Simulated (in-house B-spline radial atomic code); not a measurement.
Checks on a self-consistent run for Cr⁶⁺, [Ne] 3s2 3p6. Method: non-relativistic Hartree-Fock, average of configuration, point nucleus. Calculated with a B-spline radial code for spherical atoms.

| orbital | q | ε (Eh) | <1/r> | <r²> |
| --- | --- | --- | --- | --- |
| 1s | 2 | -224.67323 | 23.5237 | 0.00552244 |
| 2s | 2 | -30.64190 | 5.01836 | 0.101655 |
| 2p | 6 | -26.55697 | 4.93643 | 0.0825814 |
| 3s | 2 | -7.22548 | 1.64374 | 0.826697 |
| 3p | 6 | -5.89172 | 1.54212 | 0.891493 |

Electron-electron repulsion V_ee = 314.0943 hartree, kinetic energy T = 1033.8676 hartree.

Task: What total energy follows from the eigenvalues?

Result: The eigenvalues count the repulsion twice, so E = Σqε - V_ee = -719.773 - 314.094 = -1033.868 hartree; the run printed -1033.868.

Task: What is the virial ratio?

Result: -V/T = (T - E)/T = 2.000000; at the Hartree-Fock limit it is 2.

Task: What diamagnetic shielding (Lamb formula) and susceptibility (Langevin formula) do the radii give?

Result: σ = (α²/3)Σq<1/r> = 99.2429/(3·137.036²) = 1761.6 ppm, and χ = -0.79199×10⁻⁶·Σq<r²> = -6.108×10⁻⁶ cm³/mol with Σq<r²> = 7.7122 bohr². Both are non-relativistic formulas without the paramagnetism of open shells.
